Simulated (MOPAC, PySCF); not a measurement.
H₉AlSi₃, SMILES `[SiH3][Al]([SiH3])[SiH3]`, neutral singlet in the gas phase. 

Cartesian coordinates (Å):
```xyz
13

Si    -1.9259    -1.5670     0.1062
Al    -0.0300    -0.0063     0.0017
Si     2.2654    -0.8673    -0.1908
Si    -0.3654     2.4282     0.0853
H     -1.5615    -2.8760     0.7191
H     -2.3878    -1.8461    -1.2868
H     -3.0912    -1.0179     0.8557
H      2.8681    -0.9434     1.1737
H      3.1413     0.0187    -1.0093
H      2.3257    -2.2365    -0.7765
H     -1.7965     2.8360     0.1602
H      0.2302     3.0804    -1.1172
H      0.3276     2.9972     1.2788
```
Charge 0, multiplicity 1.

All levels are single points at this geometry (PBE0-D3(BJ)/def2-TZVP); Pople sets use spherical d functions. Orbital energies aren't observables, and empty levels follow the basis.

```
level                          HOMO (eV)  LUMO (eV)  gap (eV)  dipole (D)  vertical IE, Delta-SCF (eV)
-----------------------------  ---------  ---------  --------  ----------  ---------------------------
M06-2X/def2-TZVP in PySCF          -8.18      -1.92      6.26        0.10                         9.01
PBE-D3(BJ)/def2-TZVP in PySCF      -6.31      -3.35      2.95        0.08                            –
B3LYP/3-21G in PySCF               -7.22      -2.67      4.55        0.05                            –
B3LYP/6-31G* in PySCF              -7.02      -2.62      4.40        0.07                         8.92
BP86/6-31G* in PySCF               -6.32      -3.26      3.06        0.05                            –
M06-2X/6-31G* in PySCF             -8.15      -1.85      6.30        0.07                            –
SVWN5/6-31G* in PySCF              -6.26      -3.34      2.92        0.04                            –
HF/3-21G in PySCF                  -9.70       0.06      9.76        0.08                            –
HF/6-31G* in PySCF                 -9.58       0.22      9.80        0.10                         8.51
HF/STO-3G in PySCF                 -6.82       7.23     14.05        0.17                            –
PM3 in MOPAC                       -8.97      -3.36      5.61        0.07                            –
PM6 in MOPAC                       -9.62      -1.40      8.22        0.07                            –
PM7 in MOPAC                      -11.77      -1.59     10.18        0.09                            –
```
